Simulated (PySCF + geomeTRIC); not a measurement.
Species: [Zr(Cl)3(N(CH3)2)] (charge 0, multiplicity 1).

### Question
Give a relaxed geometry from BP86-D3(BJ)/def2-SVP (PySCF + geomeTRIC).

### Answer
One answer among several that fit: the end point of this relaxation, one of several conformers.
Cartesian coordinates (Å) in one orientation:
```xyz
13

Zr    -0.175     0.067     0.210
Cl     1.172     1.870     0.931
Cl    -0.141    -0.088    -2.153
Cl     0.359    -2.021     1.180
N     -2.073     0.494     0.682
C     -3.085    -0.538     0.876
C     -2.586     1.859     0.726
H     -3.568    -0.446     1.877
H     -3.883    -0.473     0.100
H     -2.632    -1.550     0.815
H     -3.363     2.023    -0.056
H     -3.040     2.087     1.718
H     -1.770     2.592     0.555
```
